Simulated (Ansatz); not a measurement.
Reaction (ligand exchange at the Si–O bond): `OC([SiH3])O[SiH3]` + `NC(O)(F)F` → `NC(F)(F)O[SiH3]` + `OC(O)[SiH3]`

Isolated molecules relaxed with PBE0-D4/def2-TZVP in Ansatz; ΔE leaves out vibrations. CBS: MP2 limit from def2 TZ/QZ plus the TZ coupled-cluster correction, frozen cores. DFT in def2-TZVPP. B3LYP here is the variant with VWN-RPA as its local correlation; programs differ in this. Each species was taken in one conformer, which may not be the lowest.

`OC([SiH3])O[SiH3]`:

Cartesian coordinates in Å:
```
O -0.729 -1.171 -0.801
C -0.310 -0.415 0.306
Si 1.014 -1.315 1.348
O 0.231 0.827 -0.083
Si -0.600 1.866 -1.073
H 0.047 -1.443 -1.302
H -1.229 -0.251 0.884
H 1.534 -0.436 2.424
H 2.112 -1.690 0.415
H 0.427 -2.546 1.937
H 0.049 3.186 -0.895
H -2.028 1.921 -0.660
H -0.517 1.467 -2.501
```

`NC(O)(F)F`:

```xyz
8

N     1.172   -0.015    0.168
C    -0.157   -0.202   -0.237
O    -1.050    0.576    0.442
F    -0.260    0.056   -1.565
F    -0.492   -1.508   -0.079
H     1.273   -0.241    1.148
H     1.451    0.945    0.011
H    -1.937    0.390    0.111
```

`NC(F)(F)O[SiH3]`:

```xyz
11

N     1.934    0.602   -0.134
C     0.564    0.603    0.141
F     0.372    0.543    1.488
F    -0.056    1.781   -0.217
O    -0.047   -0.420   -0.484
Si   -1.507   -1.098   -0.034
H     2.100    0.439   -1.117
H     2.370    1.463    0.166
H    -1.884   -1.927   -1.199
H    -2.516   -0.044    0.220
H    -1.330   -1.942    1.170
```

`OC(O)[SiH3]`:

```xyz
10

O    -0.507    1.060   -1.123
C    -0.230   -0.208   -0.589
O    -1.401   -0.881   -0.190
Si    0.984    0.040    0.865
H    -1.071    0.945   -1.896
H     0.208   -0.867   -1.350
H    -1.809   -0.376    0.521
H     2.165    0.844    0.463
H     1.424   -1.293    1.350
H     0.238    0.734    1.950
```

```
             level  ΔE (kcal/mol)  difference from CCSD(T)/CBS
            PBE-D4            0.1                          0.3
         r2SCAN-D4           -0.1                          0.1
           PBE0-D4            0.1                          0.3
          B3LYP-D4           -0.1                          0.1
           ωB97X-V           -0.3                         -0.1
           ωB97M-V           -0.2                          0.0
            B2PLYP           -0.2                          0.0
               PBE           -0.2                          0.0
            r2SCAN           -0.2                          0.0
              PBE0           -0.1                          0.1
             B3LYP           -0.5                         -0.3
     HF/def2-TZVPP           -0.3                         -0.1
    MP2/def2-TZVPP            0.2                          0.4
SCS-MP2/def2-TZVPP            0.1                          0.3
   CCSD/def2-TZVPP            0.1                          0.3
CCSD(T)/def2-TZVPP            0.2                          0.4
     HF/def2-QZVPP           -0.4                         -0.2
    MP2/def2-QZVPP            0.0                          0.2
SCS-MP2/def2-QZVPP           -0.2                          0.0
      HF/CBS(def2)           -0.4                         -0.2
     MP2/CBS(def2)           -0.2                          0.0
    CCSD/CBS(def2)           -0.3                         -0.1
       CCSD(T)/CBS           -0.2                            0
```

Largest T1 diagnostic among the species: 0.013.
